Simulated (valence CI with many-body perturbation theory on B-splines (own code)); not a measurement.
# E1 line list for Pb LI

Calculated by valence CI with perturbative core correlation (CI+MBPT): four valence electrons over a frozen Dirac-Fock core [Ar] 3d10, radial functions for each j: 11 s, 11 p, 10 d, 8 f, 5 g, 2 h, with the one-electron correlation potential Σ1, the two-electron term Σ2, the three-electron term Σ3, Breit, model QED; selected CI, second order for the rest, scaled by the run's own slope (own B-spline code, finite nucleus).

No measured spectrum was set against this ion. As an estimate, large intervals hold to a few tenths of a per cent, small ones and those within an open d or f shell to about a per cent. Among the levels kept, up to 400 cm⁻¹ of a level comes from second order outside the variational space, and about a tenth of that is noise between levels of different J, which matters for small intervals.

Lines 201 to 250 of 555 in falling wavelength, among levels below 910.11 eV, chosen from the strongest by gf and those to the six lowest levels. Wavelengths and rates use the calculated energies. Electric multipoles are in the length gauge with retardation, E1 and E2 with the static RPA response of the core. Weak lines are less certain than strong ones. Lines between different terms over intervals too small for the method are left out, as are lines whose strength nearly cancels. Where a level lies close to another of its J and parity, the split of strength between their lines is uncertain. The highest levels of a list are the least certain.

Levels are named by their leading jj configuration (3d3/2^4 stands for four electrons in 3d with j = 3/2), which in mixed levels can hold well under half, so a name can repeat and another be missing. Letters in brackets count levels of one name in rising energy.

```tsv
λ vac (nm)	Upper	Lower	A (s⁻¹)	S (a.u.)
5.370	(4s 4p3/2^2 4d5/2) J=2 [a]	(4s 4p3/2^3) J=2	4.93e+11	1.89e-01
5.369	(4s 4p1/2 4p3/2 4d5/2) J=2 [d]	(4s 4p1/2 4p3/2^2) J=2 [b]	1.27e+11	4.83e-02
5.367	(4s 4p1/2 4d3/2 4d5/2) J=2 [d]	(4s 4p1/2 4p3/2 4d3/2) J=1 [b]	8.66e+10	3.30e-02
5.356	(4s 4p1/2 4p3/2 4f7/2) J=3 [a]	(4s 4p1/2 4p3/2 4d3/2) J=2 [c]	7.97e+10	4.23e-02
5.349	(4s 4p1/2 4p3/2 4f7/2) J=4 [e]	(4s 4p1/2 4p3/2 4d5/2) J=3 [a]	2.10e+11	1.43e-01
5.347	(4s^2 4p3/2 4f5/2) J=3	(4s^2 4p3/2 4d3/2) J=2	3.54e+11	1.87e-01
5.337	(4s 4p1/2 4d5/2^2) J=2 [a]	(4s 4p1/2 4p3/2 4d5/2) J=2 [a]	2.76e+11	1.03e-01
5.334	(4s 4p1/2 4d5/2^2) J=3 [a]	(4s 4p1/2 4p3/2 4d3/2) J=2 [d]	2.63e+11	1.38e-01
5.319	(4s 4p1/2 4p3/2 4d5/2) J=2 [d]	(4s 4p1/2 4p3/2^2) J=1 [a]	2.44e+11	9.07e-02
5.307	(4s^2 4p3/2 4f5/2) J=2	(4s^2 4p3/2 4d3/2) J=1	2.37e+11	8.73e-02
5.305	(4s 4p1/2 4d5/2^2) J=3 [b]	(4s 4p1/2 4p3/2 4d3/2) J=2 [d]	1.33e+11	6.87e-02
5.302	(4s 4p1/2 4p3/2 4f5/2) J=3 [b]	(4s 4p1/2 4p3/2 4d3/2) J=2 [c]	2.08e+11	1.07e-01
5.302	(4s 4p1/2 4p3/2 4f5/2) J=1 [b]	(4s 4p1/2 4p3/2 4d3/2) J=2 [c]	1.35e+11	2.97e-02
5.301	(4s 4p1/2 4d5/2^2) J=2 [b]	(4s 4p1/2 4p3/2 4d5/2) J=2 [b]	1.41e+11	5.18e-02
5.290	(4s^2 4p3/2 4f7/2) J=4	(4s^2 4p3/2 4d3/2) J=3	1.34e+11	8.81e-02
5.284	(4s 4p1/2 4p3/2 4d5/2) J=3 [b]	(4s 4p1/2 4p3/2^2) J=2 [a]	3.25e+11	1.66e-01
5.283	(4s 4p1/2 4p3/2 4d5/2) J=4 [c]	(4s 4p1/2 4p3/2^2) J=3	5.26e+11	3.45e-01
5.278	(4s 4p1/2^2 4d5/2) J=2	(4s 4p1/2^2 4p3/2) J=2	8.10e+10	2.94e-02
5.271	(4s 4p3/2^2 4d5/2) J=2 [c]	(4s 4p3/2^3) J=1	1.35e+12	4.86e-01
5.270	(4s 4p1/2 4p3/2 4f5/2) J=3 [b]	(4s 4p1/2 4p3/2 4d3/2) J=3 [b]	6.83e+10	3.45e-02
5.264	(4s^2 4p3/2 4d5/2) J=3	(4s^2 4p3/2^2) J=2	1.08e+12	5.43e-01
5.257	(4s 4p3/2^2 4d5/2) J=2 [b]	(4s 4p3/2^3) J=2	6.60e+11	2.37e-01
5.256	(4s 4p1/2 4p3/2 4f5/2) J=2 [b]	(4s 4p1/2 4p3/2 4d3/2) J=2 [c]	1.69e+11	6.07e-02
5.256	(4s 4p1/2 4d3/2 4d5/2) J=3 [b]	(4s 4p1/2 4p3/2 4d3/2) J=3 [a]	6.57e+10	3.30e-02
5.244	(4s 4p1/2 4p3/2 4f5/2) J=2 [b]	(4s 4p1/2 4p3/2 4d3/2) J=1 [b]	1.31e+11	4.66e-02
5.240	(4s 4p1/2 4p3/2 4f5/2) J=4 [b]	(4s 4p1/2 4p3/2 4d3/2) J=3 [b]	4.32e+11	2.76e-01
5.237	(4s 4p1/2 4p3/2 4f7/2) J=3 [a]	(4s 4p1/2 4p3/2 4d3/2) J=2 [b]	7.22e+10	3.58e-02
5.231	(4s 4p1/2 4d3/2 4d5/2) J=2 [b]	(4s 4p1/2 4p3/2 4d3/2) J=3 [a]	1.09e+11	3.84e-02
5.230	(4s 4p1/2 4p3/2 4f5/2) J=0	(4s 4p1/2 4p3/2 4d3/2) J=1 [b]	3.90e+11	2.75e-02
5.211	(4s 4p1/2 4p3/2 4d3/2) J=4	(4s^2 4p1/2 4d5/2) J=3	4.52e+10	2.84e-02
5.210	(4s^2 4d5/2^2) J=2	(4s^2 4p3/2 4d5/2) J=2	3.63e+11	1.27e-01
5.207	(4s 4p1/2 4p3/2 4f5/2) J=1 [c]	(4s 4p1/2 4p3/2 4d3/2) J=1 [b]	1.62e+11	3.38e-02
5.190	(4s^2 4p3/2 4d5/2) J=1	(4s^2 4p3/2^2) J=2	1.26e+11	2.61e-02
5.186	(4s 4p3/2^2 4d5/2) J=3 [c]	(4s 4p3/2^3) J=2	1.24e+12	5.99e-01
5.185	(4s 4p1/2 4p3/2 4f5/2) J=3 [b]	(4s 4p1/2 4p3/2 4d3/2) J=2 [b]	5.71e+10	2.75e-02
5.172	(4s 4p1/2 4p3/2 4f7/2) J=4 [b]	(4s 4p1/2 4p3/2 4d3/2) J=3 [b]	2.09e+11	1.28e-01
5.159	(4s 4p1/2 4p3/2 4f7/2) J=3 [d]	(4s 4p1/2 4p3/2 4d5/2) J=3 [a]	8.08e+10	3.83e-02
5.153	(4s 4p1/2 4p3/2 4f7/2) J=5 [a]	(4s 4p1/2 4p3/2 4d3/2) J=4	7.30e+10	5.42e-02
5.147	(4s 4p1/2 4p3/2 4f5/2) J=4 [c]	(4s 4p1/2 4p3/2 4d3/2) J=3 [c]	4.80e+11	2.91e-01
5.140	(4s 4p1/2 4d3/2 4d5/2) J=2 [b]	(4s 4p1/2 4p3/2 4d3/2) J=1 [a]	9.54e+10	3.20e-02
5.140	(4s 4p1/2^2 4f5/2) J=3	(4s 4p1/2^2 4d3/2) J=2	2.63e+11	1.23e-01
5.137	(4s 4p1/2 4p3/2 4f7/2) J=2 [c]	(4s 4p1/2 4p3/2 4d5/2) J=2 [a]	9.68e+10	3.24e-02
5.137	(4s 4p3/2^2 4d3/2) J=4	(4s^2 4p3/2 4d5/2) J=3	1.66e+11	9.98e-02
5.131	(4s 4p1/2 4d5/2^2) J=2 [b]	(4s 4p1/2 4p3/2 4d5/2) J=3 [a]	8.39e+10	2.80e-02
5.120	(4s 4p1/2 4d3/2 4d5/2) J=4 [c]	(4s 4p1/2 4p3/2 4d3/2) J=3 [a]	9.83e+10	5.86e-02
5.116	(4s 4p1/2 4p3/2 4f5/2) J=2 [c]	(4s 4p1/2 4p3/2 4d3/2) J=1 [c]	8.63e+10	2.85e-02
5.113	(4s^2 4p1/2 4f5/2) J=3	(4s^2 4p1/2 4d3/2) J=2	2.23e+11	1.03e-01
5.111	(4s 4p1/2 4p3/2 4f5/2) J=2 [d]	(4s 4p1/2 4p3/2 4d3/2) J=1 [c]	8.59e+10	2.83e-02
5.110	(4s^2 4p3/2 4f5/2) J=4	(4s^2 4p3/2 4d3/2) J=3	4.99e+11	2.96e-01
5.099	(4s 4p1/2 4d5/2^2) J=5 [b]	(4s 4p1/2 4p3/2 4d5/2) J=5	1.20e+11	8.63e-02
```
